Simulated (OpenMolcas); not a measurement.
## Computed transition rates of N IV

- Program: OpenMolcas
- Method: MS-CASPT2, IPEA 0.25 Eh, imaginary shift 0.1 Eh (closed shells correlated: 1s)
- Basis: ANO-R3 [4s4p2d1f]
- Scalar Hamiltonian: X2C, finite nucleus
- Active space: 2 electrons in 4 orbitals (2s 2p)
- State averaging: 2S+1 = 3 even, 3 roots; 2S+1 = 1 even, 7 roots; 2S+1 = 3 odd, 3 roots; 2S+1 = 1 odd, 3 roots
- Spin-orbit coupling: RASSI with atomic mean-field integrals over the reference wave functions, term energies averaged over their components

Rates come from the transition moments of the reference wave functions (E1 and E2 in the length form). At fixed line strength A goes as λ^-3 for E1 and M1 and as λ^-5 for E2, so a rate at the computed wavelength can be rescaled to the measured one. Measured vacuum wavelengths follow from level energies in Moore, Selected Tables of Atomic Spectra, NSRDS-NBS 3, section 4. Branching counts decays inside the model space alone, at computed energies, and the table is only a selection of the E1 lines, drawn from those between levels with measured partners whose computed energy lies within a factor of 1.5 of the measured one.

```json
{"Upper": "2p² ¹S₀", "Lower": "2s 2p ¹P°₁", "Type": "E1", "λ computed (nm)": "95.63", "λ measured (nm)": "95.53", "A computed (s-1)": "3.56e+09", "A rescaled (s-1)": "3.57e+09", "Branching %": "100.0"}
{"Upper": "2s 2p ¹P°₁", "Lower": "2s² ¹S₀", "Type": "E1", "λ computed (nm)": "75.14", "λ measured (nm)": "76.51", "A computed (s-1)": "2.36e+09", "A rescaled (s-1)": "2.24e+09", "Branching %": "100.0"}
{"Upper": "2p² ³P₀", "Lower": "2s 2p ³P°₁", "Type": "E1", "λ computed (nm)": "92.01", "λ measured (nm)": "92.37", "A computed (s-1)": "1.92e+09", "A rescaled (s-1)": "1.90e+09", "Branching %": "100.0"}
{"Upper": "2p² ³P₂", "Lower": "2s 2p ³P°₂", "Type": "E1", "λ computed (nm)": "91.96", "λ measured (nm)": "92.32", "A computed (s-1)": "1.45e+09", "A rescaled (s-1)": "1.43e+09", "Branching %": "74.9"}
{"Upper": "2p² ³P₁", "Lower": "2s 2p ³P°₂", "Type": "E1", "λ computed (nm)": "92.07", "λ measured (nm)": "92.43", "A computed (s-1)": "8.00e+08", "A rescaled (s-1)": "7.91e+08", "Branching %": "41.5"}
{"Upper": "2p² ³P₁", "Lower": "2s 2p ³P°₀", "Type": "E1", "λ computed (nm)": "91.9", "λ measured (nm)": "92.25", "A computed (s-1)": "6.44e+08", "A rescaled (s-1)": "6.37e+08", "Branching %": "33.4"}
{"Upper": "2p² ³P₂", "Lower": "2s 2p ³P°₁", "Type": "E1", "λ computed (nm)": "91.84", "λ measured (nm)": "92.2", "A computed (s-1)": "4.84e+08", "A rescaled (s-1)": "4.78e+08", "Branching %": "25.1"}
{"Upper": "2p² ³P₁", "Lower": "2s 2p ³P°₁", "Type": "E1", "λ computed (nm)": "91.96", "λ measured (nm)": "92.31", "A computed (s-1)": "4.82e+08", "A rescaled (s-1)": "4.77e+08", "Branching %": "25.0"}
{"Upper": "2p² ¹D₂", "Lower": "2s 2p ¹P°₁", "Type": "E1", "λ computed (nm)": "173.1", "λ measured (nm)": "171.9", "A computed (s-1)": "3.05e+08", "A rescaled (s-1)": "3.11e+08", "Branching %": "100.0"}
{"Upper": "2s 2p ³P°₁", "Lower": "2s² ¹S₀", "Type": "E1", "λ computed (nm)": "147.9", "λ measured (nm)": "148.6", "A computed (s-1)": "5.22e+02", "A rescaled (s-1)": "", "Branching %": "100.0"}
```

Spin-changing lines and M1 lines between different terms are not rescaled, since their strength hangs on the term gaps too.

The largest correction is for 2s 2p ¹P°₁ → 2s² ¹S₀ (E1): 2.36e+09 × (75.14 / 76.51)^3 = 2.24e+09 s-1, a factor of 0.95.

The computed rate and branching of 2s 2p ¹P°₁ → 2s² ¹S₀ give the upper level a radiative lifetime of 1.000 / 2.36e+09 s-1 = 4.24e-10 s, counting decays inside the model space alone. The rescaled rate gives about 4.5e-10 s.

No measured rate stands beside these. Rescaling mends the energy factor alone: line strengths can still be far off where a level mixes with configurations outside the active space, and weak or spin-changing lines hang on small mixing coefficients that depend on the term gaps too, so rescaling need not improve them.

Measured partners are found by configuration, term and J. A level has none where our copy of the source lacks it or the pairing is in doubt (some pairs that miss far off the trend of their configuration count as doubtful). Levels of configurations outside the active space are missing.

° marks odd parity.
